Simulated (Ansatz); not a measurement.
C2H6O2Si2 (`O[Si]1([SiH3])C=CO1`) at its PBE0-D4/def2-TZVP geometry, where that method's forces vanish. The species carries charge 0 and has multiplicity 1.

```xyz
12

O    -0.4396    1.8873   -0.9358
Si   -0.2255    0.4364   -0.2180
Si    2.0206    0.2932    0.3950
C    -1.1256   -1.0731   -0.7441
C    -1.6573   -0.9960    0.4885
O    -1.2615    0.1544    1.1312
H    -1.3130    2.0831   -1.2833
H     2.8708    0.2046   -0.8223
H     2.2141   -0.9340    1.2107
H     2.4297    1.4838    1.1854
H    -1.2181   -1.8693   -1.4632
H    -2.2946   -1.6704    1.0559
```

(1) What forces (eV/Å) does PBE-D4/def2-TZVPP give on these atoms in Ansatz? (An estimate is asked.)

Results:

(1) The calculation gave: 
```
O1   0.357  0.415 -0.063
Si2  0.377 -0.202 -0.176
Si3 -0.073  0.008 -0.016
C4   0.138 -0.125 -0.522
C5  -0.245 -0.274  0.154
O6  -0.164  0.414  0.777
H7  -0.402  0.099 -0.174
H8   0.091 -0.008 -0.118
H9   0.020 -0.121  0.080
H10  0.053  0.120  0.081
H11 -0.006 -0.174 -0.165
H12 -0.146 -0.152  0.142
```
